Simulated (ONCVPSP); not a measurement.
Before and after: ONCV potential for oxygen (O)

ONCVPSP 4.0.1 input, shortened (lines: element, Z, core and valence counts, functional; n l f; lmax; l rc ep ncon nbas qcut; lloc lpopt rc5 dvloc0; l nproj debl; icmod fcfact rcfact), PBE, scalar-relativistic:

```
  O 8.00    1    2        4      upf
    1    0    2.00
    2    0    2.00
    2    1    1.00
    2
    0    0.85    0.00    3    8    8.70
    1    1.80    0.00    5    9    9.00
    2    1.80    0.28    4    9    5.20
    4    4    0.85    6.00
    0    2    3.70
    1    2    1.90
    2    3    3.30
    3    5.00    1.25
```

In the p channel the program set the typed energies aside and used -2.387, 0.050 Ha. In the d channel the program set the typed energies aside and used 0.050, 3.350, 6.650 Ha.

All-electron outer shells of the reference configuration (PBE, scalar-relativistic, ld1.x):

```tsv
shell	level (eV)	outermost node (bohr)	outermost maximum (bohr)
1s	-586.81	–	0.13
2s	-79.49	0.27	0.81
2p	-64.96	–	0.70
```

Change: reference 2s2 2p4.

Cutoffs: the cutoffs (Ha) at which the residual kinetic energy of the hardest occupied pseudo-wave falls to 1 and 0.1 mHa per electron; they do not see the model core or the augmentation charge, which bear on the density cutoff. Errors are all-electron minus pseudo energies relative to the spin-unpolarised reference configuration.

Task: What does the change do?

Result: The potential gets softer (36 Ha and 211 Ha → 34 Ha and 134 Ha); neither file shows a bound ghost.

```tsv
quantity	base	changed
cutoff, loose	36 Ha	34 Ha
cutoff, tight	211 Ha	134 Ha
loose cutoff by channel	s 36 Ha, p 28 Ha	s 34 Ha, p 26 Ha
bound ghosts	none	none
GHOST(+) flags under 300 eV	none	none
largest error over its own tests, meV	+2599	+3211
s: phases at 0.86 bohr within 0.05 rad from the reference energy up to (Ha; the scan ends near 5)	to the end of the scan	to the end of the scan
p: phases at 1.82 bohr within 0.05 rad from the reference energy up to (Ha; the scan ends near 5)	4.8	to the end of the scan
d: phases at 1.82 bohr within 0.05 rad from the reference energy up to (Ha; the scan ends near 5)	to the end of the scan	to the end of the scan
rms error of d²Exc/dni dnj with the model core, mHa	7.69	1.89
```
